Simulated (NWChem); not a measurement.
Species: Si3H6, singlet; SMILES [SiH3][Si][SiH3]

```xyz
9

Si     0.0000     0.0000     1.2397
Si    -1.6826     0.0052    -0.4460
H     -1.8247    -1.4745    -0.6911
H     -1.3349     0.6535    -1.7521
H     -3.0106     0.5232     0.0090
Si     1.6826    -0.0052    -0.4460
H      1.8247     1.4745    -0.6911
H      1.3349    -0.6535    -1.7521
H      3.0106    -0.5232     0.0090
```
Atoms are numbered in this order, from 1.

All runs: NWChem. Low-valent species are run as closed-shell singlets; no triplet was tried in these runs. The geometry was optimised at PBE0/def2-SVP.

Predict the results for RPBE/def2-SVP. Quantities: highest occupied level (eV); orbital gap (eV); dipole (D).


```
Item                         Value
---------------------------  -----
highest occupied level (eV)  -5.66
orbital gap (eV)              1.39
dipole (D)                    0.09
```
